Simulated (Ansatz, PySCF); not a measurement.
Reaction (SMILES): [SiH3]P (SiPH5) [silylphosphane] -> [SiH3]P (SiPH5) as doublet, charge +1 + e-

Wanted: adiabatic ionisation energy (0 K, with zero-point energies), in eV. Terms: open shells spin-unrestricted; no spin-orbit coupling; 6-31G* and kin with 6d, 5d where marked; non-relativistic; dispersion terms only where a functional's name holds one. Ab initio and DFT rows: single points at B3LYP-D3(BJ) geometries (Ansatz, a first-principles code), with unscaled harmonic terms from B3LYP/6-31G* (Ansatz) at its own minima. The spin state of an ion or metal species was assumed, not searched.

| species | coefficient | E at PBE/6-31G* (Ansatz), Eh | E at M06-2X/def2-TZVPD (PySCF), Eh | zero-point energy, kcal/mol |
|---|---|---|---|---|
| [SiH3]P (SiPH5) | -1 | -633.47618 | -633.80688 | 26.63 |
| [SiH3]P (SiPH5) as doublet, charge +1 | +1 | -633.15083 | -633.47876 | 26.16 |

 1 Eh = 27.2114 eV and 1 eV = 23.0605 kcal/mol.

### Question
Compute it at each level from the table.

### Answer

- PBE/6-31G*: the sum of coefficient times E is 0.32535 Eh, or 8.853 eV; the thermal terms add -0.020. Result: 8.83 eV.
- M06-2X/def2-TZVPD: the sum of coefficient times E is 0.32812 Eh, or 8.929 eV; the thermal terms add -0.020. Result: 8.91 eV.
